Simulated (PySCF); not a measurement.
# How methods differ on the ionisation energy of N⁴⁺

N⁴⁺ [He] 2s1 [2s1/2^1, M_J = 1/2] → N⁵⁺ 1s2, as a difference of total energies. All numbers are calculated (PySCF 2.14, the two-component X2C-1e Hamiltonian, in an even-tempered Gaussian basis (18 s from 0.32 bohr⁻², ratio 2.4; 10 p from 0.41 bohr⁻², ratio 2.4; 5 d from 1.3 bohr⁻², ratio 2.6; 5 f from 1.9 bohr⁻², ratio 2.6)). Correlated levels: nothing frozen; the 30 highest virtual spinors dropped. "Screened" scales the spin-orbit matrix elements by Boettger's factors to mimic the two-electron term; Breit and QED terms are absent.

```csv
method,ionisation energy (eV)
GHF (screened spin-orbit),97.771
GMP2 (screened spin-orbit),97.887
```

How much does correlation contribute at GMP2 (screened spin-orbit)?

97.887 − (97.771) = 0.116 eV, measured against GHF (screened spin-orbit).

For comparison: 97.890 eV (measured; NIST Atomic Spectra Database, ionization energies).
